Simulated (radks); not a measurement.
Excited configurations of Pb: one electron is placed in a higher orbital outside [Hg] 6p1. The ground configuration is [Hg] 6p2. Calculated with a radial shooting solver on a logarithmic mesh with Libxc functionals: Dirac Kohn-Sham, PBE, spin-unpolarised, spherical densities, finite nucleus; open shells are shared between the two j in proportion to 2j + 1; Fermi nuclear charge, rms radius 5.5012 fm. Excitation = E - E(ground); binding = E(ion) - E, where the ion is the core of charge +1; n* = 1/sqrt(2 binding) in atomic units, and the quantum defect is n - n*. Eigenvalue and <r> are those of j = l + 1/2.

| outer orbital | excitation (eV) | binding (eV) | n* | quantum defect | eigenvalue (eV) | <r> (bohr) |
|---|---|---|---|---|---|---|
| 5f | 5.782 | 0.918 | 3.850 | 1.150 | -0.431 | 17.11 |
| 6f | 6.062 | 0.638 | 4.616 | 1.384 | -0.367 | 28.89 |
| 7s | 3.573 | 3.128 | 2.086 | 4.914 | -1.776 | 6.947 |
| 7p | 4.637 | 2.063 | 2.568 | 4.432 | -1.093 | 9.808 |
| 7d | 5.597 | 1.103 | 3.511 | 3.489 | -0.601 | 17.24 |
| 7f | 6.237 | 0.463 | 5.419 | 1.581 | -0.287 | 43.22 |

Estimate the row for 6d.

Answer. excitation (eV) 4.951; binding (eV) 1.750; n* 2.789; quantum defect 3.211; eigenvalue (eV) -0.691; <r> (bohr) 9.117. The Delta-SCF ionisation energy is 6.700 eV (NIST Atomic Spectra Database: 7.417 eV, measured). Self-interaction in the functional shifts the binding energies and quantum defects, so they are the method's values and not measured ones. Spin polarisation and multiplet splitting are left out, so open shells lie too high by an amount that depends on their filling. Sharing an open shell by 2j + 1 raises it above the true ground level by a part of the spin-orbit splitting, which enters the differences from NIST.

Beside tabulated values, note that spin-unpolarised runs miss the spin-polarisation part of the exchange energy of open shells.
